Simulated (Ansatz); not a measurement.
Cost and result for the atomization energy of `C[O][GeH2]` radical (8 atoms, 7 bonds).

Total charge 0; spin multiplicity 2. Correlated methods include outer-core shells of Ge, which these sets cover unevenly. Scalar relativity is left out up to krypton. All single points use the PBE0-D4/def2-TZVP geometry. Program: Ansatz. All runs use 4 threads of an Arm Neoverse V1 on a shared host. Times are those of one run each, without the atoms' runs, and a repeat can differ threefold. Electronic energies, without spin–orbit coupling; frozen cores. CCSD(T)/CBS adds CCSD(T) − MP2 in def2-TZVPP to the MP2 limit, and its time is that of the two runs behind it. T1 = 0.015; ⟨S²⟩ of the reference is 0.76. With those shells the extrapolation isn't a true limit.

CCSD(T)/CBS is a level of theory with its own doubt, some kJ/mol a heavy atom from the limit and from the frozen cores, so smaller differences don't rank the functionals.

```
                             level  functions  wall time
                BLYP-D4/def2-TZVPP        180      2.2 s
              revPBE-D4/def2-TZVPP        180      2.2 s
   PBE-D4/def2-TZVPP (with forces)        180      2.4 s
                PBE0-D4/def2-TZVPP        180      3.1 s
           CAM-B3LYP-D4/def2-TZVPP        180      3.5 s
r2SCAN-D4/def2-TZVPP (with forces)        180      5.5 s
             r2SCANh-D4/def2-TZVPP        180      6.5 s
                ωB97X-V/def2-TZVPP        180        8 s
                  CCSD(T)/def2-SVP         85      8.5 s
                 B97M-V/def2-TZVPP        180      9.5 s
                    MP2/def2-QZVPP        353       18 s
                CCSD(T)/def2-TZVPP        180      3 min
                 CCSD(T)/CBS(def2)          –    3.3 min
```

(1) What atomization energy does each give, and how far from CCSD(T)/CBS? (An estimate is asked.)

## Answers

(1) Computed: 
| level | atomization (kJ/mol) | difference from CCSD(T)/CBS | per bond |
| --- | --- | --- | --- |
| BLYP-D4/def2-TZVPP | 2560.9 | -1.8 | -0.3 |
| revPBE-D4/def2-TZVPP | 2536.6 | -26.1 | -3.7 |
| PBE-D4/def2-TZVPP (with forces) | 2598.6 | 35.9 | 5.1 |
| PBE0-D4/def2-TZVPP | 2548.2 | -14.5 | -2.1 |
| CAM-B3LYP-D4/def2-TZVPP | 2575.7 | 13.0 | 1.9 |
| r2SCAN-D4/def2-TZVPP (with forces) | 2576.4 | 13.7 | 2.0 |
| r2SCANh-D4/def2-TZVPP | 2557.2 | -5.5 | -0.8 |
| ωB97X-V/def2-TZVPP | 2570.9 | 8.2 | 1.2 |
| CCSD(T)/def2-SVP | 2415.4 | -147.3 | -21.0 |
| B97M-V/def2-TZVPP | 2579.7 | 17.0 | 2.4 |
| MP2/def2-QZVPP | 2558.5 | -4.2 | -0.6 |
| CCSD(T)/def2-TZVPP | 2509.1 | -53.6 | -7.7 |
| CCSD(T)/CBS(def2) | 2562.7 | 0.0 | 0.0 |

From r2SCAN to r2SCAN0 (25 % exact exchange), in def2-TZVPP and without D4, the atomization energy moves by −46.6 kJ/mol: exact exchange takes away binding that semilocal exchange gives to molecules. Leaving LDA and LC-ωPBE aside and taking each functional with its dispersion term where it has one, the values, not all of them listed here, spread over 115.4 kJ/mol, from BHLYP-D4 to PBE-D4. LDA lies +360.8 kJ/mol from PBE without D4, its usual overbinding. In def2-TZVPP, CCSD(T) changes the Hartree–Fock value by +676.6 kJ/mol (the triples alone add +35.4 kJ/mol) and MP2 by +694.2 kJ/mol; breaking electron pairs costs correlation energy, which Hartree–Fock lacks.

For some Ge, Se and Sn compounds the MP2-based and the directly extrapolated limit differ by 10 to 25 kJ/mol.
